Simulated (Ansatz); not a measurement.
Job for Ansatz (an electronic-structure program): R-CCSD(T)/def2-TZVPP on H3IPbSi (SMILES [SiH3][Pb][I]), a point of a torsion scan. Elements past Kr take the def2 small-core potentials; no spin–orbit coupling. The run froze 23 orbitals, filled d shells among them.

Ansatz 0.2 input:
```yaml
crystal:
  periodic: [false, false, false]
  atoms:
    - {symbol: Si, position_ang: [-0.79632748, 0.00609582, 0.01705765]}
    - {symbol: Pb, position_ang: [1.47784038, 1.46123560, -0.07428772]}
    - {symbol: I, position_ang: [2.99716196, -0.19128894, 1.51690274]}
    - {symbol: H, position_ang: [-1.12660529, -0.58360618, 1.31152255]}
    - {symbol: H, position_ang: [-1.97300376, 0.80610179, -0.34608527]}
    - {symbol: H, position_ang: [-0.80869463, -1.11209638, -0.92910060]}
basis:
  gaussian:
    orbitals: def2-TZVPP
magnetization: {spin_polarized: false}
correlation: {method: ccsd_t, electrons: outside_noble_gas}
scf: {lower_state_search: off}
```

The log:

```
WARN ansatz: RAYON_NUM_THREADS=1 ignored (pool sized by the plan → 1); use --threads N
Functional definition: HF
these checks for a lower state are left out or cut short: stability, starts, cluster_reference, orbital_swaps, neighbouring_geometries, increment
integrals: 0.63 GiB planned
1435 factors; integrals over basis functions are off by at most 7.1e-4 eV
mean field: 0.68 GiB planned
mean field evaluation 1: about -21202.5230 eV, gradient 1.6e1 eV
mean field evaluation 2: about -21202.5647 eV, gradient 1.6e1 eV
mean field evaluation 4: about -21204.0143 eV, gradient 2.9e0 eV
mean field evaluation 8: about -21204.0696 eV, gradient 3.5e-1 eV
mean field -21204.07037843 eV, -779.2352137723 hartree, gradient 8.0e-6 eV, S^2 0.000000; 0 other end points of the search recorded, 0 dependent functions left out
23 core orbitals not correlated
reference -21204.07037843 eV, -779.2352137723 hartree; 9, 9 occupied and 152, 152 virtual orbitals, 1435 factors
second order -9.15021599 eV of doubles, -0.00000000 eV of singles
coupled cluster: 1.72 GiB planned
cycle   1  -10.02152675 eV  change   -8.7e-1 eV  update   8.9e-2
cycle   2  -10.34896284 eV  change   -3.3e-1 eV  update   2.9e-2
cycle   3  -10.40711330 eV  change   -5.8e-2 eV  update   1.6e-2
cycle   4  -10.40105368 eV  change    6.1e-3 eV  update   5.5e-3
cycle   5  -10.39889181 eV  change    2.2e-3 eV  update   2.3e-3
cycle   6  -10.39892868 eV  change   -3.7e-5 eV  update   9.2e-4
cycle   7  -10.39898164 eV  change   -5.3e-5 eV  update   3.5e-4
cycle   8  -10.39907192 eV  change   -9.0e-5 eV  update   1.2e-4
cycle   9  -10.39906483 eV  change    7.1e-6 eV  update   4.4e-5
cycle  10  -10.39904509 eV  change    2.0e-5 eV  update   1.6e-5
perturbative correction -0.41931634 eV, -0.0154095914 hartree
Total energy: -21214.88873986 eV, -779.6327812219 hartree
Checks for a lower state left out: stability, starts, cluster_reference, orbital_swaps, neighbouring_geometries, increment
```

The run converged.

Cost: about 30 core-seconds (a rough figure).
